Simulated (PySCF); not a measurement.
Species: C₇H₆Cl (charge -1).
Structure used (GFN2-xTB), in Å, numbered top down from 1:
```
atom  x, y, z in Å
C1     2.337   -0.057   -0.294
C2     0.988   -0.023   -0.126
C3     0.237    1.204   -0.096
C4    -1.117    1.234    0.075
C5    -1.824    0.044    0.227
Cl6   -3.570    0.087    0.448
C7    -1.159   -1.180    0.206
C8     0.196   -1.214    0.036
H9     2.918    0.846   -0.415
H10    2.885   -0.987   -0.312
H11    0.779    2.136   -0.213
H12   -1.651    2.178    0.093
H13   -1.725   -2.098    0.326
H14    0.705   -2.171    0.022
```

Mayer bond orders were computed from the PBE0/pcSseg-1 density (PySCF). Geometry: GFN2-xTB; no solvent, vibrations or thermal averaging. The pcSseg-1 basis has no diffuse functions, a weakness for an anion. The HOMO energy is positive at this level (+0.67 eV), so the outermost electrons may be held by the finite basis alone.

**Question.** Rank these bonds by Mayer order, highest first.
A. C1–C2
B. C2–C3
C. C5–Cl6
D. C7–C8
E. C4–C5

**Answer.** A (1.66), D (1.55), E (1.30), B (1.19), C (0.92).

**Question.** Set the orders of all bonds between heavy atoms beside their lengths and the difference of the Hirshfeld charges at their ends.

**Answer.** 
| bond | Mayer order | length (Å) | q(first) − q(second) (e) |
| --- | --- | --- | --- |
| C1–C2 | 1.664 | 1.360 | -0.248 |
| C3–C4 | 1.551 | 1.366 | -0.009 |
| C7–C8 | 1.551 | 1.366 | +0.008 |
| C4–C5 | 1.296 | 1.393 | -0.029 |
| C5–C7 | 1.296 | 1.393 | +0.029 |
| C2–C3 | 1.188 | 1.439 | +0.073 |
| C8–C2 | 1.188 | 1.439 | -0.073 |
| C5–Cl6 | 0.924 | 1.760 | +0.090 |

The Mayer order sums products of elements of PS (density times overlap matrix) between the two atoms' basis functions, so it depends on the basis set.

These values come from a run that also computed NMR shieldings. Hardware: one thread, Arm Neoverse N1 (aarch64) (shared host). Cost: 48 s wall (grids of density and orbitals included), 0.78 GiB resident at most.
